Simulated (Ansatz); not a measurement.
Basis-set extrapolation for C2H3FSi, SMILES `FC1=C[SiH2]1` (PBE0-D4/def2-TZVP geometry, frozen core, Ansatz 0.2.0). Multiplicity 1, RHF reference.

```
                      def2-TZVPP   def2-QZVPP
                 HF  -465.847530  -465.864304
    MP2 correlation    -0.673765    -0.726535
CCSD(T) correlation    -0.728427      not run
```

Energies in hartree. Use E(X) = E(∞) + A·exp(−7.88·√X) for Hartree–Fock and E(X) = E(∞) + B·X^(−2.97) for correlation, with X = 3 and 4, and add CCSD(T) minus MP2 of the smaller set to the MP2 limit.

Q: What is the CCSD(T) energy at the basis-set limit?

A: HF limit: -465.864304 + (-0.016774) × 0.13774 = -465.86661. MP2 limit: -0.726535 + (-0.052770) × 0.74074 = -0.76562. Higher-order term: -0.728427 − (-0.673765) = -0.05466. Total: -466.68689 hartree, 291.3 kJ/mol below CCSD(T)/def2-TZVPP.
